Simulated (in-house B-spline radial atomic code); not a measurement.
# Ionising Sb36+ with different functionals

Computed with a B-spline radial code for spherical atoms: four-component Dirac-Coulomb Hamiltonian, Fermi nucleus of rms radius 4.6802 fm, spin-restricted, spherical fractional occupations for the functionals. The ionisation energy is the difference of two self-consistent energies, [Ne] 3s2 3p3 → [Ne] 3s2 3p2, without Breit or QED terms; ε is the level of the shell that loses the electron (mean over j). The electron is taken from both j subshells in proportion to 2j + 1, so the result is a j average, not the step between ground levels.

| method | rung | ΔSCF (eV) | -ε(3p) (eV) |
| --- | --- | --- | --- |
| AM05 | GGA | ? | ? |
| BP86 | GGA | ? | ? |
| OLYP | GGA | 2454.8 | 2415.0 |
| RPBE | GGA | 2452.5 | 2412.7 |

(1) What does BP86 give?

(2) What does AM05 give?

(3) How do they compare with the NIST value?

## Answers

(1) ΔSCF 2453.2 eV, and -ε(3p) = 2413.3 eV.

(2) ΔSCF 2451.9 eV, and -ε(3p) = 2412.0 eV.

(3) NIST lists 2428 eV ± 5 (tabulated theory, ground level to ground level). Errors run from +23.9 to +26.8 eV. The correlated functionals all miss on the same side by more than they spread, so the cause is common to them (Breit-QED terms, spin polarisation, the choice among j levels, multiplet and fine-structure energies, or a listed next ion that isn't the cheapest removal here) and closeness doesn't rank the functionals.
